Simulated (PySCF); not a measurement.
PySCF input (M06-2X/def2-TZVPD):

```python
from pyscf import gto, scf, dft

mol = gto.M(
    atom='''
    Ge    0.45971327   -0.54685647    0.74244815
    O     2.01997716   -0.93290290    0.28985494
    Br   -0.88201833    0.71321801   -0.74506229
    ''',
    basis='def2-tzvpd',
    charge=1,
    spin=0,
    verbose=4,
)

mf = dft.RKS(mol, xc='m062x').density_fit(auxbasis='def2-universal-jkfit')
mf.grids.level = 4
mf.conv_tol = 1e-9
mf.max_cycle = 100
mf.max_memory = 1500
mf.kernel()
if not mf.converged:
    mf = mf.newton()
    mf.kernel(mf.make_rdm1())
mf.analyze()
```

End of the output:

```
Extra cycle  E= -4726.04557536613  delta_E= -3e-11  |g|= 7.34e-06  |ddm|= 1.22e-05
converged SCF energy = -4726.04557536613
**** SCF Summaries ****
Total Energy =                       -4726.045575366134472
Nuclear Repulsion Energy =             373.981227837057020
One-electron Energy =                -7306.354264023651012
Two-electron Energy =                 2206.327460820459237
Two-electron Coulomb Energy =         2385.017233509292510
DFT Exchange-Correlation Energy =     -178.689772688833045
HOMO-LUMO gap [eV] =                     5.046053082962954
**** MO energy ****
MO #1   energy= -485.657998730402  occ= 2
MO #2   energy= -401.384324400795  occ= 2
MO #3   energy= -63.6410637463581  occ= 2
MO #4   energy= -57.4612468635101  occ= 2
MO #5   energy= -57.4579300431918  occ= 2
MO #6   energy= -57.4577787303258  occ= 2
MO #7   energy= -50.8903308734977  occ= 2
MO #8   energy= -45.4153426781807  occ= 2
MO #9   energy= -45.4145721278252  occ= 2
MO #10  energy= -45.4118788528019  occ= 2
MO #11  energy= -19.9121067152945  occ= 2
MO #12  energy= -9.30595579424413  occ= 2
MO #13  energy= -7.13182627459143  occ= 2
MO #14  energy= -7.11976874931711  occ= 2
MO #15  energy= -7.11926049955617  occ= 2
MO #16  energy= -6.85597165327892  occ= 2
MO #17  energy= -5.02170854697321  occ= 2
MO #18  energy= -5.01955565522599  occ= 2
MO #19  energy= -5.01208331712398  occ= 2
MO #20  energy= -3.16524892321914  occ= 2
MO #21  energy= -3.16133170379417  occ= 2
MO #22  energy= -3.16087816675097  occ= 2
MO #23  energy= -3.14967589437494  occ= 2
MO #24  energy= -3.14967023823704  occ= 2
MO #25  energy= -1.7600758034569   occ= 2
MO #26  energy= -1.75906921854002  occ= 2
MO #27  energy= -1.75598937552024  occ= 2
MO #28  energy= -1.75241956498914  occ= 2
MO #29  energy= -1.74978787627646  occ= 2
MO #30  energy= -1.30167231339139  occ= 2
MO #31  energy= -1.11842522073613  occ= 2
MO #32  energy= -0.804415130905475 occ= 2
MO #33  energy= -0.672984154644226 occ= 2
MO #34  energy= -0.653215300025758 occ= 2
MO #35  energy= -0.651554007452193 occ= 2
MO #36  energy= -0.61475577648248  occ= 2
MO #37  energy= -0.609018071608429 occ= 2
MO #38  energy= -0.423579039607112 occ= 0
MO #39  energy= -0.293928606442563 occ= 0
MO #40  energy= -0.208236672664682 occ= 0
MO #41  energy= -0.163929110903359 occ= 0
MO #42  energy= -0.136796093924349 occ= 0
MO #43  energy= -0.0969219704695498 occ= 0
MO #44  energy= -0.0932533947046341 occ= 0
MO #45  energy= -0.0890698874837084 occ= 0
MO #46  energy= -0.0766599255810123 occ= 0
MO #47  energy= -0.0727032002904761 occ= 0
MO #48  energy= -0.0622000740152523 occ= 0
MO #49  energy= -0.0521003650082925 occ= 0
MO #50  energy= -0.0370717812170454 occ= 0
MO #51  energy= -0.0275611786577416 occ= 0
MO #52  energy= -0.00524668868530911 occ= 0
MO #53  energy= -0.00135952575859569 occ= 0
MO #54  energy= 0.0159719817987876 occ= 0
MO #55  energy= 0.0242885787443508 occ= 0
MO #56  energy= 0.0452289787211244 occ= 0
MO #57  energy= 0.0526174786848251 occ= 0
MO #58  energy= 0.0551767114686112 occ= 0
MO #59  energy= 0.0680328577522632 occ= 0
MO #60  energy= 0.0979194044210357 occ= 0
MO #61  energy= 0.130398622460619  occ= 0
MO #62  energy= 0.133583029967408  occ= 0
MO #63  energy= 0.136397403307861  occ= 0
MO #64  energy= 0.166064701347553  occ= 0
MO #65  energy= 0.20528415782656   occ= 0
MO #66  energy= 0.209232494452537  occ= 0
MO #67  energy= 0.226126484548661  occ= 0
MO #68  energy= 0.244118710893193  occ= 0
MO #69  energy= 0.246071643743813  occ= 0
MO #70  energy= 0.265548685116695  occ= 0
MO #71  energy= 0.278331135634838  occ= 0
MO #72  energy= 0.298901107518884  occ= 0
MO #73  energy= 0.312082462792029  occ= 0
MO #74  energy= 0.315386226240926  occ= 0
MO #75  energy= 0.33759847288812   occ= 0
MO #76  energy= 0.347938872073009  occ= 0
MO #77  energy= 0.361681051325335  occ= 0
MO #78  energy= 0.379151116845324  occ= 0
MO #79  energy= 0.396141672826684  occ= 0
MO #80  energy= 0.397586731842756  occ= 0
MO #81  energy= 0.432135230601258  occ= 0
MO #82  energy= 0.504503179594614  occ= 0
MO #83  energy= 0.555477911905442  occ= 0
MO #84  energy= 0.629965889986444  occ= 0
MO #85  energy= 0.678324826179605  occ= 0
MO #86  energy= 0.751771840506232  occ= 0
MO #87  energy= 0.758805041799943  occ= 0
MO #88  energy= 0.792234062725125  occ= 0
MO #89  energy= 0.793103337366247  occ= 0
MO #90  energy= 0.818680705557422  occ= 0
MO #91  energy= 0.821746308462962  occ= 0
MO #92  energy= 0.854078557129729  occ= 0
MO #93  energy= 0.873126121805349  occ= 0
MO #94  energy= 0.893567292940741  occ= 0
MO #95  energy= 0.914463414131709  occ= 0
MO #96  energy= 0.986469303302102  occ= 0
MO #97  energy= 1.01299815251091   occ= 0
MO #98  energy= 1.07970657648982   occ= 0
MO #99  energy= 1.19985845792528   occ= 0
MO #100 energy= 1.2987641311289    occ= 0
MO #101 energy= 1.30718312870671   occ= 0
MO #102 energy= 1.30875387317214   occ= 0
MO #103 energy= 1.31697199868638   occ= 0
MO #104 energy= 1.31959861313357   occ= 0
MO #105 energy= 1.3230272172177    occ= 0
MO #106 energy= 1.35278076894434   occ= 0
MO #107 energy= 1.36672269750742   occ= 0
[...]
```

This state (charge 1, singlet) is run at the relaxed geometry of the species with charge 0 and multiplicity 2.
